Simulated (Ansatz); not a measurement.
Potential energy curve for GaH, singlet.

RKS-PBE = restricted PBE/aug-cc-pVDZ in Ansatz (a first-principles code); UKS-PBE = unrestricted PBE/aug-cc-pVDZ run with Ansatz; UKS-PBE0 = unrestricted PBE0/aug-cc-pVDZ (Ansatz); FCI = full CI/aug-cc-pVDZ, cores with 3d frozen (Ansatz).

Energies relative to the lowest point of each curve near equilibrium, in kcal/mol; the last columns give the error against full CI:

```tsv
R / Å	RKS-PBE	UKS-PBE	UKS-PBE0	FCI	RKS-PBE − FCI	UKS-PBE − FCI	UKS-PBE0 − FCI
1.24	42.6	42.6	41.4	43.5	-0.9	-0.9	-2.1
1.35	20.5	20.5	19.5	20.7	-0.1	-0.1	-1.2
1.44	9.9	9.9	9.0	9.8	0.1	0.1	-0.7
1.50	5.4	5.4	4.7	5.2	0.2	0.2	-0.5
1.56	2.4	2.4	2.0	2.3	0.2	0.2	-0.3
1.62	0.7	0.7	0.5	0.6	0.1	0.1	-0.1
1.68	0.0	0.0	0.0	0.0	0.0	0.0	0.0
1.74	0.0	0.0	0.3	0.2	-0.1	-0.1	0.1
1.79	0.5	0.5	1.0	0.8	-0.2	-0.2	0.2
1.82	1.0	1.0	1.6	1.3	-0.3	-0.3	0.3
1.95	4.1	4.1	5.3	4.7	-0.6	-0.6	0.5
2.06	7.7	7.7	9.3	8.5	-0.8	-0.8	0.8
2.26	15.4	15.4	17.8	16.4	-1.1	-1.1	1.3
2.51	25.4	25.4	28.8	26.5	-1.1	-1.1	2.3
2.78	35.6	35.6	40.1	36.5	-0.8	-0.8	3.6
3.00	43.1	43.1	47.7	43.5	-0.4	-0.4	4.3
3.33	52.7	51.8	55.2	51.8	0.8	0.0	3.4
3.65	60.1	56.9	59.5	57.5	2.6	-0.5	2.0
4.17	68.9	61.6	63.2	62.6	6.3	-0.9	0.6
4.54	73.2	63.5	64.3	64.2	9.1	-0.7	0.1
4.93	76.6	64.6	64.7	65.0	11.6	-0.3	-0.3
5.92	81.4	65.3	64.9	65.5	15.9	-0.2	-0.6
6.65	83.1	65.4	64.9	65.6	17.5	-0.2	-0.6
```

RKS-PBE is furthest from FCI at 6.65 (17.5 kcal/mol, above); its mean absolute error over the points is 3.1 kcal/mol.

UKS-PBE is furthest from FCI at 2.51 (-1.1 kcal/mol, below); its mean absolute error over the points is 0.4 kcal/mol.

UKS-PBE0 is furthest from FCI at 3.00 (4.3 kcal/mol, above); its mean absolute error over the points is 1.1 kcal/mol.

The restricted form behind RKS-PBE keeps the bonding electrons paired and can't separate into open-shell fragments. The unrestricted determinant behind UKS-PBE is spin-contaminated at 3.33 to 6.65 Å (<S²> up to 1.0, against 0.00 for a pure singlet). The unrestricted determinant behind UKS-PBE0 is spin-contaminated at 3.00 to 6.65 Å (<S²> up to 1.0, against 0.00 for a pure singlet).
